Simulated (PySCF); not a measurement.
SMILES BCO, singlet (PBE0/def2-SVP optimised geometry):

```
8

B      0.810    -0.419     0.000
C     -0.737    -0.419     0.000
O     -1.448     0.787     0.000
H      1.395    -1.473    -0.104
H      1.448     0.597     0.182
H     -1.121    -1.064    -0.815
H     -0.956    -1.039     0.913
H     -0.870     1.473     0.346
```

Calculation: PBE0/def2-TZVP in PySCF.

Q: What are the frontier orbital energies and the dipole moment?

A: HOMO-2 -9.65 eV, HOMO-1 -9.08 eV, HOMO -7.85 eV, LUMO -1.52 eV, LUMO+1 1.07 eV; dipole moment 1.13 D.

On the same geometry PySCF 2.14.0 with PBE/def2-TZVP gives HOMO-2 -8.20 eV, HOMO-1 -7.54 eV, HOMO -6.25 eV, LUMO -2.53 eV, LUMO+1 0.26 eV; dipole moment 0.97 D.

Meta-Löwdin charges at PBE0/def2-TZVP: B1 0.00, C2 -0.10, O3 -0.53, H4 0.02, H5 0.01, H6 0.14, H7 0.13, H8 0.34.
